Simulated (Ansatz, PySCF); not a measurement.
Reaction (SMILES): [BH2] (BH2) -> [BH2] (BH2) as singlet, charge +1 + e-
Structures are relaxed separately at B3LYP-D3(BJ)/def2-TZVP in Ansatz (a first-principles code). A spin state is the lowest found, not a proven ground state.

Property: adiabatic ionisation energy (0 K, with B3LYP-D3(BJ) harmonic zero-point energies from PySCF), in eV. Valence correlation only, unless marked. Open shells are spin-unrestricted. No spin-orbit coupling. Non-relativistic. Basis-set limits of correlation are two-point, X^-3; Hartree-Fock from the larger set (for Q and 5 zeta extrapolated as (X+1)exp(-9√X)).

| level | program | adiabatic ionisation energy (eV) |
|---|---|---|
| HF/6-31G* | Ansatz | 7.67 |

What does CCSD(T)/CBS(cc-pVQZ,cc-pV5Z) (Ansatz) give?

8.23 eV
